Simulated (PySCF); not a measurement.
Vertical excitations of a molecule C5H10O from TDA-PBE/def2-SVPD run with PySCF, as energy in eV (oscillator strength): 5.92 (0.012), 6.17 (0.007), 6.41 (0.012), 6.73 (0.008), 7.10 (0.025), 7.32 (0.014). Lowest triplet (TDA): 5.79 eV. The structure is a stationary point at B3LYP-D3(BJ)/def2-SVP. One conformer was computed; it need not be the lowest.

Task: Which molecule gave these data?
(A) COC1CCC1
(B) OCC1CCC1
(C) CC1(C)C[C@H]1O
(D) CC[C@@H]1CCO1

Result: A, COC1CCC1
